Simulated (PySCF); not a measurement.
An unknown is described by computed data only.

Elements present: C, Cl, H, N and O. Monoisotopic mass: 158.0247 u.

| Item | Value |
| --- | --- |
| Rotational structure | rotational constants A, B, C: 1.484, 1.024, 0.611 GHz [GFN2-xTB] |
| NMR, other nuclei | isotropic shieldings of nuclei other than C and H, by class: -74 (1 N), 42 (1 N), -289 (1 O), 756 (1 Cl) ppm [GIAO PBE0/pcSseg-1] |
| 1H NMR | chemical shifts (computed TMS as zero) by class: 7.82 (1 H), 3.91 (3 H), 2.60 (3 H) ppm [GIAO PBE0/pcSseg-1] |
| Dipole | 2.99 D [PBE0/pcSseg-1] |
| 13C NMR | chemical shifts (computed TMS as zero) by class: 194.5 (1 C), 149.4 (1 C), 140.6 (1 C), 127.1 (1 C), 40.4 (1 C), 33.3 (1 C) ppm [GIAO PBE0/pcSseg-1] |

The electronic properties come from PySCF, for the isolated species, density fitting. Levels stand in brackets. Isolated species at its GFN2-xTB geometry (one conformer only). GFN2-xTB frequencies show an imaginary mode (37i cm⁻¹), so this geometry is no minimum at that level. Each NMR value is the plain mean over a class of atoms that symmetry, rotation or inversion makes alike.

Question: Which formula fits the mass and the elements?

Answer: C6H7ClN2O (calculated 158.0247). No other formula that holds each of these elements comes within 0.0003 u with a fitting electron parity and a possible valence count.

Question: Give a SMILES that accounts for the data.

Answer: Numbering: `[CH3:1][C:2](=[O:3])[c:4]1[cH:5][n:6]([CH3:7])[n:8][c:9]1[Cl:10]`. Its formula, C6H7ClN2O, gives 4 degrees of unsaturation: 1 ring and 3 π bonds in the structure found (Kekulé form). 6 carbons fall into 6 classes; from least to most shielded: ketone carbonyl carbon [C2] (194.5 ppm), aromatic C–Cl carbon [C9] (149.4 ppm), aromatic CH next to a ring nitrogen [C5] (140.6 ppm), substituted aromatic carbon [C4] (127.1 ppm), N-methyl carbon [C7] (40.4 ppm), methyl carbon next to a carbonyl [C1] (33.3 ppm). Hydrogen classes from least to most shielded: 1 H on an aromatic CH next to a ring nitrogen, C5 (7.82 ppm), 3 H on an N-methyl carbon, C7 (3.91 ppm, a mean of values up to 0.5 ppm apart in this geometry), 3 H on a methyl carbon next to a carbonyl, C1 (2.60 ppm, a mean of values up to 0.6 ppm apart in this geometry). The other shieldings belong to: -74 ppm, pyridine-type nitrogen [N8]; 42 ppm, pyrrole-type nitrogen [N6]; -289 ppm, ketone oxygen [O3]; 756 ppm, aryl chlorine [Cl10]. The optimised geometry has point group Cs and is an asymmetric top. Structure: `O=C(c1cn(nc1Cl)C)C`. Computed isomers that give other values at the same levels: `CC(=O)c1cnn(C)c1Cl` (13C chemical shifts (computed TMS as zero) by class: 192.6 (1 C), 144.2 (1 C), 138.2 (1 C), 126.3 (1 C), 38.5 (1 C), 32.7 (1 C) ppm). The assignments are read from this structure; whether some other isomer fits the data as well wasn't checked.

Conformer computed: `[CH3:1][C:2](=[O:3])[c:4]1[cH:5][n:6]([CH3:7])[n:8][c:9]1[Cl:10]`: C1–C2–C4–C5 180°.
